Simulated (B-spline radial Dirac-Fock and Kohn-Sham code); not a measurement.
What relativity does to the binding energies of Gd⁷⁺

System: gadolinium as Gd⁷⁺, configuration [Kr] 4d10 4f6 5s2 5p3.

Both columns are ΔSCF binding energies of the configuration average from a B-spline atomic structure program: non-relativistic Hartree-Fock with a point nucleus, and Dirac-Fock with a finite nucleus and the Coulomb interaction alone, averaged over the two j levels with weights 2j+1.

```
shell  Hartree-Fock (eV)  Dirac-Fock (eV)  shift (eV)  shift (%)
   1s            47582.8          50571.3    +2988.49      +6.28
   2s             7755.9           8525.0     +769.10      +9.92
   2p             7365.3           7609.9     +244.60      +3.32
   3s             1828.9           2009.5     +180.62      +9.88
   3p             1654.4           1718.0      +63.54      +3.84
   3d             1332.9           1318.7      -14.21      -1.07
   4s              462.9            505.6      +42.72      +9.23
   4d              266.7            263.2       -3.50      -1.31
   4f              119.0            113.9       -5.09      -4.28
   5s              137.5            145.8       +8.31      +6.04
   5p              116.7            119.0       +2.27      +1.95
```

Relativity binds 1s, 2s, 2p, 3s, 3p, 4s, 5s, 5p more strongly, among those listed most of all 2s in relative terms, and 3d, 4d, 4f more weakly, because the contracted s and p shells screen the nucleus better.

Values without a named source are computed, but for edge energies of neutral atoms, which are taken from tables.
